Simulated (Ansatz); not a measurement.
SnGe3⁺. Charge 1, multiplicity 2. Geometry PBE-D4/def2-SVP.

Cartesian coordinates in Å:
```
Ge -1.396 -0.129 -0.468
Ge 1.345 0.102 0.604
Ge -0.698 -0.322 1.854
Sn 0.749 0.349 -1.991
```

In the def2 sets Sn takes a core potential; there is no spin–orbit coupling. HSE06 is defined as in plane-wave codes, on full-range PBE exchange. The structure comes from a short search, and lower isomers may exist.

Task: Estimate the α-spin orbital energies around the gap (eV) in Ansatz with PBE-D4/def2-TZVP, r2SCAN-D4/def2-TZVP, PBE0-D4/def2-SVP, PBE0-D4/def2-TZVP, HSE06-D4/def2-TZVP.

Result: 
```json
{"orbital": "HOMO−13", "PBE-D4/def2-TZVP": "-34.50", "r2SCAN-D4/def2-TZVP": "-35.29", "PBE0-D4/def2-SVP": "-38.55", "PBE0-D4/def2-TZVP": "-38.41", "HSE06-D4/def2-TZVP": "-38.01"}
{"orbital": "HOMO−12", "PBE-D4/def2-TZVP": "-30.97", "r2SCAN-D4/def2-TZVP": "-31.80", "PBE0-D4/def2-SVP": "-33.97", "PBE0-D4/def2-TZVP": "-33.88", "HSE06-D4/def2-TZVP": "-33.46"}
{"orbital": "HOMO−11", "PBE-D4/def2-TZVP": "-30.94", "r2SCAN-D4/def2-TZVP": "-31.76", "PBE0-D4/def2-SVP": "-33.92", "PBE0-D4/def2-TZVP": "-33.84", "HSE06-D4/def2-TZVP": "-33.42"}
{"orbital": "HOMO−10", "PBE-D4/def2-TZVP": "-30.91", "r2SCAN-D4/def2-TZVP": "-31.74", "PBE0-D4/def2-SVP": "-33.91", "PBE0-D4/def2-TZVP": "-33.81", "HSE06-D4/def2-TZVP": "-33.39"}
{"orbital": "HOMO−9", "PBE-D4/def2-TZVP": "-30.85", "r2SCAN-D4/def2-TZVP": "-31.68", "PBE0-D4/def2-SVP": "-33.85", "PBE0-D4/def2-TZVP": "-33.75", "HSE06-D4/def2-TZVP": "-33.33"}
{"orbital": "HOMO−8", "PBE-D4/def2-TZVP": "-30.82", "r2SCAN-D4/def2-TZVP": "-31.64", "PBE0-D4/def2-SVP": "-33.82", "PBE0-D4/def2-TZVP": "-33.72", "HSE06-D4/def2-TZVP": "-33.30"}
{"orbital": "HOMO−7", "PBE-D4/def2-TZVP": "-19.42", "r2SCAN-D4/def2-TZVP": "-20.07", "PBE0-D4/def2-SVP": "-21.37", "PBE0-D4/def2-TZVP": "-21.24", "HSE06-D4/def2-TZVP": "-20.80"}
{"orbital": "HOMO−6", "PBE-D4/def2-TZVP": "-16.77", "r2SCAN-D4/def2-TZVP": "-17.27", "PBE0-D4/def2-SVP": "-18.34", "PBE0-D4/def2-TZVP": "-18.23", "HSE06-D4/def2-TZVP": "-17.81"}
{"orbital": "HOMO−5", "PBE-D4/def2-TZVP": "-15.91", "r2SCAN-D4/def2-TZVP": "-16.34", "PBE0-D4/def2-SVP": "-17.34", "PBE0-D4/def2-TZVP": "-17.26", "HSE06-D4/def2-TZVP": "-16.84"}
{"orbital": "HOMO−4", "PBE-D4/def2-TZVP": "-13.80", "r2SCAN-D4/def2-TZVP": "-14.12", "PBE0-D4/def2-SVP": "-14.95", "PBE0-D4/def2-TZVP": "-14.89", "HSE06-D4/def2-TZVP": "-14.49"}
{"orbital": "HOMO−3", "PBE-D4/def2-TZVP": "-10.97", "r2SCAN-D4/def2-TZVP": "-11.25", "PBE0-D4/def2-SVP": "-11.91", "PBE0-D4/def2-TZVP": "-11.84", "HSE06-D4/def2-TZVP": "-11.47"}
{"orbital": "HOMO−2", "PBE-D4/def2-TZVP": "-10.60", "r2SCAN-D4/def2-TZVP": "-10.82", "PBE0-D4/def2-SVP": "-11.36", "PBE0-D4/def2-TZVP": "-11.29", "HSE06-D4/def2-TZVP": "-10.92"}
{"orbital": "HOMO−1", "PBE-D4/def2-TZVP": "-10.48", "r2SCAN-D4/def2-TZVP": "-10.74", "PBE0-D4/def2-SVP": "-11.30", "PBE0-D4/def2-TZVP": "-11.24", "HSE06-D4/def2-TZVP": "-10.88"}
{"orbital": "HOMO", "PBE-D4/def2-TZVP": "-10.01", "r2SCAN-D4/def2-TZVP": "-10.39", "PBE0-D4/def2-SVP": "-11.01", "PBE0-D4/def2-TZVP": "-10.93", "HSE06-D4/def2-TZVP": "-10.57"}
{"orbital": "LUMO", "PBE-D4/def2-TZVP": "-8.63", "r2SCAN-D4/def2-TZVP": "-8.67", "PBE0-D4/def2-SVP": "-8.10", "PBE0-D4/def2-TZVP": "-8.03", "HSE06-D4/def2-TZVP": "-8.39"}
{"orbital": "LUMO+1", "PBE-D4/def2-TZVP": "-7.91", "r2SCAN-D4/def2-TZVP": "-7.92", "PBE0-D4/def2-SVP": "-7.28", "PBE0-D4/def2-TZVP": "-7.22", "HSE06-D4/def2-TZVP": "-7.57"}
{"orbital": "LUMO+2", "PBE-D4/def2-TZVP": "-7.79", "r2SCAN-D4/def2-TZVP": "-7.78", "PBE0-D4/def2-SVP": "-7.25", "PBE0-D4/def2-TZVP": "-7.20", "HSE06-D4/def2-TZVP": "-7.56"}
{"orbital": "LUMO+3", "PBE-D4/def2-TZVP": "-6.42", "r2SCAN-D4/def2-TZVP": "-6.29", "PBE0-D4/def2-SVP": "-5.62", "PBE0-D4/def2-TZVP": "-5.56", "HSE06-D4/def2-TZVP": "-5.94"}
{"orbital": "LUMO+4", "PBE-D4/def2-TZVP": "-5.79", "r2SCAN-D4/def2-TZVP": "-5.55", "PBE0-D4/def2-SVP": "-5.04", "PBE0-D4/def2-TZVP": "-5.04", "HSE06-D4/def2-TZVP": "-5.40"}
{"orbital": "LUMO+5", "PBE-D4/def2-TZVP": "-4.81", "r2SCAN-D4/def2-TZVP": "-4.52", "PBE0-D4/def2-SVP": "-4.12", "PBE0-D4/def2-TZVP": "-4.12", "HSE06-D4/def2-TZVP": "-4.47"}
{"orbital": "β HOMO", "PBE-D4/def2-TZVP": "-10.30", "r2SCAN-D4/def2-TZVP": "-10.53", "PBE0-D4/def2-SVP": "-11.10", "PBE0-D4/def2-TZVP": "-11.02", "HSE06-D4/def2-TZVP": "-10.66"}
{"orbital": "β LUMO", "PBE-D4/def2-TZVP": "-9.38", "r2SCAN-D4/def2-TZVP": "-9.30", "PBE0-D4/def2-SVP": "-8.86", "PBE0-D4/def2-TZVP": "-8.78", "HSE06-D4/def2-TZVP": "-9.11"}
```
